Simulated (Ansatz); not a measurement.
`C[O][Mo]([OH])([F])([F])([F])[Cl]`, 12 atoms. The species carries charge 0 and has multiplicity 1. Correlated methods include outer-core shells of Mo, which these sets cover unevenly. Mo: def2 effective core potential. All runs use 2 threads of an AMD EPYC 7R13 on a shared host and a share of an NVIDIA H100 80 GB. Correlated methods freeze the cores. Open-shell runs search over several starts.

Task: How many basis functions does each run have, and how long does it take in Ansatz? UKS B3LYP-D4/def2-TZVPP energy of the cation; direct RPA on PBE orbitals/def2-TZVPP energy; RKS B97M-V/def2-TZVPP energy; RKS B3LYP-D4/def2-TZVPP energy and forces; RKS ωB97M-V/def2-QZVPP energy; UHF-MP2/def2-QZVPP energy of the cation; RKS PBE0-D4/def2-QZVPP energy; RHF-CCSD(T)/def2-SVP energy; RKS PBE0-D4/def2-TZVP relaxation (45 steps); UKS r2SCAN-D4/def2-TZVPP energy of the cation; RKS B2PLYP (frozen core)/def2-TZVPP energy; RHF-MP2/def2-QZVPP energy. (Best estimate.)

Result: Ansatz gave: Other jobs shared the machine, so times are rough.

```json
{"level": "RKS B97M-V/def2-TZVPP", "job": "energy", "functions": "340", "wall time": "4.6 s", "peak host memory (GiB)": "0.97"}
{"level": "RHF-CCSD(T)/def2-SVP", "job": "energy", "functions": "153", "wall time": "5.5 s", "peak host memory (GiB)": "0.9"}
{"level": "RKS B2PLYP (frozen core)/def2-TZVPP", "job": "energy", "functions": "340", "wall time": "7 s", "peak host memory (GiB)": "1.6"}
{"level": "RKS B3LYP-D4/def2-TZVPP", "job": "energy and forces", "functions": "340", "wall time": "8.5 s", "peak host memory (GiB)": "0.95"}
{"level": "RKS PBE0-D4/def2-QZVPP", "job": "energy", "functions": "613", "wall time": "11 s", "peak host memory (GiB)": "1.2"}
{"level": "RHF-MP2/def2-QZVPP", "job": "energy", "functions": "613", "wall time": "13 s", "peak host memory (GiB)": "1.2"}
{"level": "direct RPA on PBE orbitals/def2-TZVPP", "job": "energy", "functions": "340", "wall time": "16 s", "peak host memory (GiB)": "1.6"}
{"level": "RKS ωB97M-V/def2-QZVPP", "job": "energy", "functions": "613", "wall time": "19 s", "peak host memory (GiB)": "1.3"}
{"level": "UKS B3LYP-D4/def2-TZVPP", "job": "energy of the cation", "functions": "340", "wall time": "21 s", "peak host memory (GiB)": "1"}
{"level": "UKS r2SCAN-D4/def2-TZVPP", "job": "energy of the cation", "functions": "340", "wall time": "26 s", "peak host memory (GiB)": "1.1"}
{"level": "UHF-MP2/def2-QZVPP", "job": "energy of the cation", "functions": "613", "wall time": "53 s", "peak host memory (GiB)": "1.6"}
{"level": "RKS PBE0-D4/def2-TZVP", "job": "relaxation (45 steps)", "functions": "287", "wall time": "110 s", "peak host memory (GiB)": "0.95"}
```

B3LYP here is the variant with VWN-RPA as its local correlation; programs differ in this.
